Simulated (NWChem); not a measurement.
System meant: SeF₃ cation; SMILES F[Se+](F)F

Input file for NWChem:

```
start job
memory heap 200 mb stack 900 mb global 1100 mb
charge 1
geometry units angstroms noautoz
  Se     0.000000     0.000000     0.352100
  F     -1.407406     0.347012    -0.478860
  F      1.004224     1.045344    -0.478860
  F      0.403182    -1.392355    -0.478860
end
basis spherical
  Se library def2-svp
  F library def2-svp
end
dft
  xc xpbe96 cpbe96
  iterations 4
  mulliken
end
task dft energy
```

End of the output:

```
    Atom       Charge   Shell Charges
 -----------   ------   -------------------------------------------------------
    1 Se  34    32.79   2.00  2.00  1.96  1.17  0.58  5.99  5.76  1.62  1.04  7.85  2.05  0.77
    2 F    9     9.07   1.98  1.06  0.78  3.15  2.09  0.01
    3 F    9     9.07   1.98  1.06  0.78  3.15  2.09  0.01
    4 F    9     9.07   1.98  1.06  0.78  3.15  2.09  0.01

 center of mass
 --------------
 x =   0.00000000 y =  -0.00000000 z =   0.03654666

 moments of inertia (a.u.)
 ------------------
         295.437214551231           0.000000000000           0.000000000000
           0.000000000000         295.437214551231          -0.000000000000
           0.000000000000          -0.000000000000         427.666478496109

     Multipole analysis of the density
     ---------------------------------

     L   x y z        total         alpha         beta         nuclear
     -   - - -        -----         -----         ----         -------
     0   0 0 0      1.000000    -30.000000    -30.000000     61.000000

     1   1 0 0     -0.000000     -0.000000     -0.000000      0.000000
     1   0 1 0     -0.000000     -0.000000     -0.000000      0.000000
     1   0 0 1      0.908207      0.454103      0.454103     -0.000000

     2   2 0 0    -20.721722    -61.009841    -61.009841    101.297959
     2   1 1 0     -0.000000     -0.000000     -0.000000     -0.000000
     2   1 0 1     -0.000000     -0.000000     -0.000000      0.000000
     2   0 2 0    -20.721722    -61.009841    -61.009841    101.297959
     2   0 1 1     -0.000000     -0.000000     -0.000000      0.000000
     2   0 0 2    -20.004913    -28.556594    -28.556594     37.108274

 ------------------------------------------------------------------------
 dft energy failed                                                                                  0
 ------------------------------------------------------------------------
 ------------------------------------------------------------------------
  current input line :
    19: task dft energy
 ------------------------------------------------------------------------
 ------------------------------------------------------------------------
 This type of error is most commonly associated with calculations not reaching convergence criteria
 ------------------------------------------------------------------------
 For more information see the NWChem manual at https://nwchemgit.github.io

0:dft energy failed:Received an Error in Communication
```

Q: What is wrong, and how is it mended?

A: Convergence was not reached. Cause: the SCF was allowed too few iterations. This input runs:
```
start job
memory heap 200 mb stack 900 mb global 1100 mb
charge 1
geometry units angstroms noautoz
  Se     0.000000     0.000000     0.352100
  F     -1.407406     0.347012    -0.478860
  F      1.004224     1.045344    -0.478860
  F      0.403182    -1.392355    -0.478860
end
basis spherical
  * library def2-svp
end
dft
  xc xpbe96 cpbe96
  iterations 150
  mulliken
end
task dft energy
```
It converges to -2699.53470 Ha (PBE/def2-SVP).
